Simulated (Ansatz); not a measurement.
Job for Ansatz (a first-principles code): R-PBE/def2-TZVPP on CH4 (SMILES C).

Ansatz 0.2 input:
```yaml
crystal:
  periodic: [false, false, false]
  atoms:
    - {symbol: C, position_ang: [0.00000043, -0.00000017, 0.00000132]}
    - {symbol: H, position_ang: [-0.71147872, -0.28399079, -0.77425720]}
    - {symbol: H, position_ang: [0.11589669, 1.08298052, 0.00700883]}
    - {symbol: H, position_ang: [-0.36733228, -0.33211164, 0.97010205]}
    - {symbol: H, position_ang: [0.96291388, -0.46687791, -0.20285501]}
basis:
  gaussian:
    orbitals: def2-TZVPP
hamiltonian:
  xc: {name: PBE}
scf: {lower_state_search: off}
```

The log:

```
WARN ansatz: RAYON_NUM_THREADS=4 ignored (pool sized by the plan → 4); use --threads N
Functional definition: PBE
these checks for a lower state are left out or cut short: stability, starts, cluster_reference, orbital_swaps, neighbouring_geometries, increment
integrals: 0.01 GiB planned
416 factors; their error is unknown
mean field: 0.16 GiB planned
mean field evaluation 1: about -1093.6142 eV, gradient 5.8e1 eV
mean field evaluation 2: about -1085.6789 eV, gradient 7.3e1 eV
mean field evaluation 4: about -1101.1014 eV, gradient 2.3e-1 eV
mean field evaluation 8: about -1101.0892 eV, gradient 2.3e-3 eV
mean field -1101.08916957 eV, -40.4642806367 hartree, gradient 3.9e-6 eV, S^2 0.000000; 0 other end points of the search recorded, 0 dependent functions left out
reference -1101.08919777 eV, -40.4642816729 hartree; 5, 5 occupied and 82, 82 virtual orbitals, 416 factors
Total energy: -1101.08919777 eV, -40.4642816729 hartree
Checks for a lower state left out: stability, starts, cluster_reference, orbital_swaps, neighbouring_geometries, increment
```

The run converged.

Cost: around 0.4 core-seconds (rough).
